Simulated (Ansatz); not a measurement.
A search over several starts for the lowest SCF solution of the cluster Hf₂N₂ at the given spin, in a small basis.

```yaml
crystal:
  periodic: [false, false, false]
  atoms:
    - {symbol: Hf, position_ang: [1.308656, 0.519148, 0.034868]}
    - {symbol: Hf, position_ang: [-1.308658, -0.519153, -0.034755]}
    - {symbol: N, position_ang: [-0.485771, 1.225239, -0.010831]}
    - {symbol: N, position_ang: [0.485773, -1.225244, 0.010718]}
basis:
  gaussian: {orbitals: def2-SVP, initial_orbitals: start.molden}
magnetization: {spin_polarized: true, initial_magnetization: 2}
hamiltonian: {xc: pbe0, dispersion: d4}
output: {orbitals: {seedname: orbitals}}
```

The file start.molden holds the orbitals of an earlier run on this structure, at another level or in another basis.

```sh
$ ansatz run in.yaml --threads 4 --pin off --events-out ev --progress --plain --max-ram 3916MiB
```

Output, abridged:

```
Functional definition: PBE0
928 factors; integrals over basis functions are off by at most 5.7e-4 eV
mean field evaluation 1: about -5585.6317 eV, gradient 3.1e1 eV
mean field evaluation 2: about -5585.8908 eV, gradient 7.3e-1 eV
mean field evaluation 4: about -5586.0146 eV, gradient 9.7e-3 eV
mean field evaluation 8: about -5558.9783 eV, gradient 7.8e1 eV
mean field evaluation 16: about -5586.0127 eV, gradient 2.5e-1 eV
mean field evaluation 32: about -5586.0146 eV, gradient 5.2e-5 eV
mean field -5586.01462953 eV, -205.2822512984 hartree, gradient 5.2e-5 eV, S^2 2.006140; 1 other end points of the search recorded, 0 dependent functions left out
reference -5586.01465621 eV, -205.2822522790 hartree; 20, 18 occupied and 72, 74 virtual orbitals, 928 factors
Total energy: -5586.14768658 eV, -205.2871410548 hartree
```

Run time 3.5 s (4 threads of Arm Neoverse V1 on a shared host).

In the def2 sets Hf takes a core potential; there is no spin–orbit coupling. At PBE0-D4/def2-TZVP a broken-symmetry singlet of charge 0 lies 0.12 eV below the triplet, each at its own geometry. The structure comes from a short search, and lower isomers may exist.
